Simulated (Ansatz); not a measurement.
Ansatz (an electronic-structure program) input for C6H4O2, SMILES O=C1C=CC(=O)C=C1, PBE-D3(BJ)/def2-SVP. 

Ansatz 0.2 input:
```yaml
crystal:
  periodic: [false, false, false]
  atoms:
    - {symbol: O, position_ang: [0.00000000, -0.00000000, 2.65982838]}
    - {symbol: C, position_ang: [0.00000000, -0.00000000, 1.44565456]}
    - {symbol: C, position_ang: [0.00000000, -1.26525316, 0.67100504]}
    - {symbol: C, position_ang: [0.00000000, -1.26525316, -0.67100504]}
    - {symbol: C, position_ang: [0.00000000, 0.00000000, -1.44565456]}
    - {symbol: O, position_ang: [0.00000000, 0.00000000, -2.65982838]}
    - {symbol: C, position_ang: [0.00000000, 1.26525316, -0.67100504]}
    - {symbol: C, position_ang: [0.00000000, 1.26525316, 0.67100504]}
    - {symbol: H, position_ang: [0.00000000, -2.18476772, 1.26197981]}
    - {symbol: H, position_ang: [0.00000000, -2.18476773, -1.26197981]}
    - {symbol: H, position_ang: [0.00000000, 2.18476772, -1.26197981]}
    - {symbol: H, position_ang: [0.00000000, 2.18476773, 1.26197981]}
basis:
  gaussian:
    orbitals: def2-SVP
hamiltonian:
  xc: pbe
  dispersion: d3bj
relax: {f_tol: 0.002, max_steps: 200}
```

Program output:

```
WARN ansatz: RAYON_NUM_THREADS=2 ignored (pool sized by the plan → 2); use --threads N
Functional definition: PBE
integrals: 0.08 GiB planned
1466 factors; their error is unknown
mean field: 0.45 GiB planned
mean field evaluation 1: about -10351.2924 eV, gradient 6.2e1 eV
mean field evaluation 2: about -10344.4703 eV, gradient 8.9e1 eV
mean field evaluation 4: about -10360.2979 eV, gradient 5.8e0 eV
mean field evaluation 8: about -10360.2743 eV, gradient 4.4e-1 eV
mean field evaluation 16: about -10360.2747 eV, gradient 1.9e-5 eV
mean field -10360.27472142 eV, -380.7330735658 hartree, gradient 1.7e-5 eV, S^2 0.000000; 0 other end points of the search recorded, 0 dependent functions left out
the calculation of the forces begins
reference -10360.27475111 eV, -380.7330746569 hartree; 28, 28 occupied and 104, 104 virtual orbitals, 1466 factors
relax step   1: F+E_penalty+E_count = -10360.60236955 eV  Δ(F+E_penalty+E_count) = +0.000e0 eV  max|allowed force component| = 1.412e0 eV/Å  Δτ_max = 0.0000 Å  (32 SCF iters, accepted)
these checks for a lower state are left out or cut short: starts, cluster_reference, orbital_swaps, neighbouring_geometries, increment
integrals: 0.08 GiB planned
1466 factors; their error is unknown
mean field: 0.45 GiB planned
mean field -10360.31644854 eV, -380.7346070091 hartree, gradient 8.2e-6 eV, S^2 0.000000; 0 other end points of the search recorded, 0 dependent functions left out
the calculation of the forces begins
reference -10360.31647828 eV, -380.7346081021 hartree; 28, 28 occupied and 104, 104 virtual orbitals, 1466 factors
relax step   2: F+E_penalty+E_count = -10360.64258145 eV  Δ(F+E_penalty+E_count) = -4.021e-2 eV  max|allowed force component| = 2.642e-1 eV/Å  Δτ_max = 0.0239 Å  (35 SCF iters, accepted)
these checks for a lower state are left out or cut short: starts, cluster_reference, orbital_swaps, neighbouring_geometries, increment
integrals: 0.08 GiB planned
1466 factors; their error is unknown
mean field: 0.45 GiB planned
mean field evaluation 32: about -10360.3187 eV, gradient 2.4e-5 eV
mean field -10360.31873261 eV, -380.7346909471 hartree, gradient 1.9e-5 eV, S^2 0.000000; 0 other end points of the search recorded, 0 dependent functions left out
the calculation of the forces begins
reference -10360.31876241 eV, -380.7346920424 hartree; 28, 28 occupied and 104, 104 virtual orbitals, 1466 factors
relax step   3: F+E_penalty+E_count = -10360.64448885 eV  Δ(F+E_penalty+E_count) = -1.907e-3 eV  max|allowed force component| = 4.028e-2 eV/Å  Δτ_max = 0.0043 Å  (34 SCF iters, accepted)
these checks for a lower state are left out or cut short: starts, cluster_reference, orbital_swaps, neighbouring_geometries, increment
integrals: 0.08 GiB planned
1466 factors; their error is unknown
mean field: 0.45 GiB planned
mean field -10360.31875169 eV, -380.7346916483 hartree, gradient 1.7e-5 eV, S^2 0.000000; 0 other end points of the search recorded, 0 dependent functions left out
the calculation of the forces begins
reference -10360.31878150 eV, -380.7346927437 hartree; 28, 28 occupied and 104, 104 virtual orbitals, 1466 factors
relax step   4: F+E_penalty+E_count = -10360.64451387 eV  Δ(F+E_penalty+E_count) = -2.503e-5 eV  max|allowed force component| = 1.204e-2 eV/Å  Δτ_max = 0.0004 Å  (35 SCF iters, accepted)
these checks for a lower state are left out or cut short: starts, cluster_reference, orbital_swaps, neighbouring_geometries, increment
integrals: 0.08 GiB planned
1466 factors; their error is unknown
mean field: 0.45 GiB planned
mean field -10360.31873919 eV, -380.7346911888 hartree, gradient 1.2e-5 eV, S^2 0.000000; 0 other end points of the search recorded, 0 dependent functions left out
the calculation of the forces begins
reference -10360.31876899 eV, -380.7346922843 hartree; 28, 28 occupied and 104, 104 virtual orbitals, 1466 factors
relax step   5: F+E_penalty+E_count = -10360.64451763 eV  Δ(F+E_penalty+E_count) = -3.760e-6 eV  max|allowed force component| = 3.408e-4 eV/Å  Δτ_max = 0.0003 Å  (35 SCF iters, accepted)
integrals: 0.08 GiB planned
1466 factors; their error is unknown
mean field: 0.45 GiB planned
mean field evaluation 64: about -10360.4172 eV, gradient 5.4e-2 eV
mean field -10360.31873919 eV, -380.7346911888 hartree, gradient 1.0e-5 eV, S^2 0.000000; 1 other end points of the search recorded, 0 dependent functions left out
the calculation of the forces begins
reference -10360.31876899 eV, -380.7346922843 hartree; 28, 28 occupied and 104, 104 virtual orbitals, 1466 factors
Total energy: -10360.64454744 eV, -380.7466644214 hartree
Atom 0 at    -0.000000     0.000000     2.687346 Å, force     0.000000    -0.000000    -0.000341 eV/Å
Atom 1 at     0.000000     0.000000     1.456000 Å, force     0.000000     0.000000    -0.000072 eV/Å
Atom 2 at    -0.000000    -1.269619     0.677622 Å, force    -0.000000     0.000081    -0.000174 eV/Å
Atom 3 at    -0.000000    -1.269619    -0.677622 Å, force     0.000000     0.000081     0.000174 eV/Å
Atom 4 at    -0.000000    -0.000000    -1.456000 Å, force    -0.000000    -0.000000     0.000072 eV/Å
Atom 5 at    -0.000000    -0.000000    -2.687346 Å, force     0.000000     0.000000     0.000341 eV/Å
Atom 6 at     0.000000     1.269619    -0.677622 Å, force     0.000000    -0.000081     0.000174 eV/Å
Atom 7 at     0.000000     1.269619     0.677622 Å, force    -0.000000    -0.000081    -0.000174 eV/Å
Atom 8 at     0.000000    -2.195661     1.273769 Å, force    -0.000000     0.000158    -0.000100 eV/Å
Atom 9 at    -0.000000    -2.195661    -1.273769 Å, force     0.000000     0.000158     0.000100 eV/Å
Atom 10 at     0.000000     2.195661    -1.273769 Å, force    -0.000000    -0.000158     0.000100 eV/Å
Atom 11 at    -0.000000     2.195661     1.273769 Å, force     0.000000    -0.000158    -0.000100 eV/Å
Dipole moment:     0.000000     0.000000    -0.000000 e Å
```

The run converged.
